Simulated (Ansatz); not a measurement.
The inner images of a band of CH4BBrO (8 atoms, charge 0, multiplicity 1) are given out of order.

Theory: RKS PBE-D4/def2-SVP in Ansatz.

First end point:

```xyz
8
Properties=species:S:1:pos:R:3
O -0.325 1.400 -0.785
B -0.207 0.522 0.248
C 0.635 -0.790 0.003
Br -0.820 -2.122 -0.190
H -0.908 2.149 -0.569
H -0.751 0.735 1.321
H 1.251 -1.134 0.854
H 1.217 -0.817 -0.937
```

Last end point:

```xyz
8
Properties=species:S:1:pos:R:3
O -1.342 0.821 -0.348
B -0.145 0.584 0.237
C 0.652 -0.743 -0.042
Br -0.185 -2.004 -1.289
H -1.724 1.678 -0.085
H 0.351 1.401 1.006
H 0.826 -1.289 0.908
H 1.660 -0.506 -0.443
```

Q: Put them in order from the first end to the last, with their energies above the first end.
A.
```xyz
8
Properties=species:S:1:pos:R:3
O -0.889 1.098 -0.738
B -0.189 0.555 0.288
C 0.642 -0.768 0.027
Br -0.489 -2.159 -0.793
H -1.354 1.914 -0.484
H -0.167 1.103 1.382
H 1.064 -1.213 0.947
H 1.474 -0.587 -0.685
```
B.
```xyz
8
Properties=species:S:1:pos:R:3
O -1.072 0.996 -0.645
B -0.186 0.559 0.282
C 0.638 -0.762 0.019
Br -0.348 -2.135 -0.984
H -1.492 1.838 -0.395
H 0.017 1.204 1.304
H 0.997 -1.239 0.950
H 1.537 -0.517 -0.588
```
C.
```xyz
8
Properties=species:S:1:pos:R:3
O -1.230 0.897 -0.518
B -0.179 0.564 0.267
C 0.648 -0.749 -0.004
Br -0.216 -2.072 -1.167
H -1.632 1.747 -0.265
H 0.174 1.294 1.187
H 0.921 -1.266 0.937
H 1.607 -0.471 -0.493
```
D.
```xyz
8
Properties=species:S:1:pos:R:3
O -0.693 1.203 -0.792
B -0.189 0.547 0.283
C 0.653 -0.770 0.024
Br -0.632 -2.140 -0.593
H -1.221 1.981 -0.541
H -0.363 0.981 1.413
H 1.129 -1.190 0.928
H 1.409 -0.668 -0.779
```
E.
```xyz
8
Properties=species:S:1:pos:R:3
O -0.502 1.304 -0.805
B -0.192 0.533 0.271
C 0.660 -0.774 0.017
Br -0.755 -2.102 -0.392
H -1.080 2.051 -0.572
H -0.562 0.845 1.393
H 1.195 -1.171 0.898
H 1.328 -0.744 -0.864
```

A: E (+0.024 eV), D (+0.071 eV), A (+0.092 eV), B (+0.077 eV), C (+0.051 eV).

Time of the run: 39 s on 2 threads of Intel(R) Xeon(R) Platinum 8488C (Sapphire Rapids) (shared host), peak memory 0.15 GiB.
